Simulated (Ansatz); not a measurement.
Geometry optimisation, RKS PBE/def2-SVP (Ansatz).

Input file:

```yaml
crystal:
  periodic: [false, false, false]
  atoms:
    - { symbol: Zr, position_ang: [0.060207, -0.052691, -0.044515] }
    - { symbol: F, position_ang: [0.157189, -0.212892, 1.920202] }
    - { symbol: "N", position_ang: [1.951814, 0.004009, -0.820572] }
    - { symbol: H, position_ang: [2.748033, -0.524747, -0.443273] }
    - { symbol: H, position_ang: [2.296798, 0.619785, -1.564033] }
    - { symbol: "N", position_ang: [-0.833998, 1.680911, -0.693653] }
    - { symbol: H, position_ang: [-1.534622, 1.792312, -1.435663] }
    - { symbol: H, position_ang: [-0.700159, 2.59913, -0.249957] }
    - { symbol: "N", position_ang: [-0.847889, -1.644306, -0.959088] }
    - { symbol: H, position_ang: [-1.684839, -2.122686, -0.604167] }
    - { symbol: H, position_ang: [-0.478825, -2.190878, -1.744779] }
    - { symbol: "N", position_ang: [-2.871059, 0.094907, 1.684109] }
    - { symbol: H, position_ang: [-3.115882, -0.779497, 1.204053] }
    - { symbol: H, position_ang: [-2.705358, 0.798637, 0.950248] }
    - { symbol: H, position_ang: [-1.947311, -0.061994, 2.143387] }
basis:
  gaussian: { orbitals: def2-SVP }
hamiltonian:
  xc: pbe
relax:
  f_tol: 0.03
  max_steps: 50
output:
  orbitals: {}
```

Command:

```bash
$ ansatz run input.yaml --threads 4 --pin off --max-ram 5120MiB --backend cpu --events-out ev --progress --plain --runs-dir out
```

Q: Where does it end, and by what steps?

A: The forces met the threshold. After 8 steps the energy has fallen by 0.024 eV; H14 moved furthest, 0.22 Å.

| step | energy less start (eV) | largest force component (eV/Å) | accepted |
| --- | --- | --- | --- |
| 0 | 0.0000 | 0.520 | yes |
| 1 | -0.0027 | 0.695 | yes |
| 2 | -0.0101 | 0.612 | yes |
| 3 | -0.0154 | 0.481 | yes |
| 4 | -0.0140 | 0.258 | no |
| 5 | -0.0216 | 0.181 | yes |
| 6 | -0.0230 | 0.082 | yes |
| 7 | -0.0242 | 0.039 | yes |
| 8 | -0.0244 | 0.023 | yes |

```xyz
15
Properties=species:S:1:pos:R:3
Zr 0.024 -0.052 0.008
F 0.260 -0.192 1.943
N 1.892 -0.001 -0.819
H 2.696 -0.542 -0.474
H 2.229 0.641 -1.545
N -0.872 1.687 -0.642
H -1.558 1.800 -1.397
H -0.727 2.610 -0.213
N -0.888 -1.650 -0.904
H -1.697 -2.175 -0.549
H -0.500 -2.180 -1.694
N -2.808 0.098 1.542
H -3.023 -0.767 1.033
H -2.501 0.811 0.863
H -2.033 -0.087 2.189
```

Whether the end is a true minimum wasn't checked by a vibrational analysis.

Run time: 20 s on 4 threads of Arm Neoverse V2, on a shared host, peak memory 0.22 GiB.
